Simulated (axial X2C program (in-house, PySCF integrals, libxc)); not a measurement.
# Spin–orbit effects down a group: molecules with Mg, PBE0

Calculated with an in-house relativistic program for diatomic molecules, spin-free (one-electron X2C) or two-component (2c: spin–orbit coupling with atomic mean-field Coulomb and Gaunt terms, which also bring small scalar terms), in Dyall basis sets with cores contracted in-house; open shells are unrestricted.

Basis sets: Cr dyall-cv3z, Mg dyall-cv3z, Mo dyall-cv3z, W dyall-cv3z.

| molecule | spin-free state | Re (Å) | ωe (cm⁻¹) | De (eV) | 2c state | Re 2c (Å) | ωe 2c (cm⁻¹) | De 2c (eV) |
| --- | --- | --- | --- | --- | --- | --- | --- | --- |
| MgCr | M_S = 3, Λ = 0 | 2.919 | 156.9 | 0.37 | Ω = 3 | 2.920 | 156.7 | 0.37 |
| MgMo | M_S = 3, Λ = 0 | 2.975 | 158.9 | 0.43 | Ω = 3 | 2.976 | 158.7 | 0.43 |
| MgW | M_S = 3, Λ = 0 | 2.812 | 201.4 | n/a | Ω = 3 | 2.810 | 201.6 | n/a |

(1) Work out the shifts from the spin-free to the two-component result.

Each entry is the lowest single determinant of a limited PBE0 search at one distance. De goes to single-determinant-based atoms at the same level (for ions the charge split of lowest energy) and is withheld (n/a) where an atom does not fit its ground term or J level. Main or longest-lived isotopes. One determinant is a doubtful description, or other states lie close, for MgCr, MgMo, MgW; these need not be ground states, and all values refer to the states named. Some open-shell Ω = 0 determinants are out of reach, so the Ω given for MgCr, MgMo, MgW need not be the lowest component. With several unpaired electrons the Ω given is that of one determinant, not necessarily of the lowest component. The functionals have no current term, which raises determinants with orbital currents.

Results:

(1) 

```tsv
molecule	2c state	ΔRe (Å)	Δωe (cm⁻¹)	ΔDe (eV)
MgCr	Ω = 3	0.001	-0.2	0.00
MgMo	Ω = 3	0.001	-0.2	0.00
MgW	Ω = 3	-0.002	0.2	n/a
```

Shifts of one unit in the last digit are rounding.
